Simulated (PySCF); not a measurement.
TaCl5, SMILES [Cl][Ta]([Cl])([Cl])([Cl])[Cl], multiplicity 1.

Coordinates come from a PBE0-D3(BJ)/def2-SVP optimisation. The multiplicity is an assumed one; other spin states were not compared. The isomer is the one that the SMILES or the coordinates give; other isomers of the formula were not compared. The def2 effective core potentials stand for the cores of Ta; spin–orbit coupling is left out.

Level of theory: PBE/def2-TZVP in PySCF.

Symmetry labels are those of the subgroup C2v that the program uses (full group D3h).

Computed valence orbital energies around the gap with their symmetry:
```
orbital  symmetry  energy (eV)
-------  --------  -----------
HOMO−7         A1        -9.36
HOMO−6         B1        -9.36
HOMO−5         B1        -8.74
HOMO−4         A1        -8.24
HOMO−3         B1        -8.24
HOMO−2         B2        -8.23
HOMO−1         A2        -7.82
HOMO           B2        -7.82
LUMO           A2        -4.39
LUMO+1         B2        -4.39
LUMO+2         A1        -3.59
LUMO+3         B1        -3.59
```
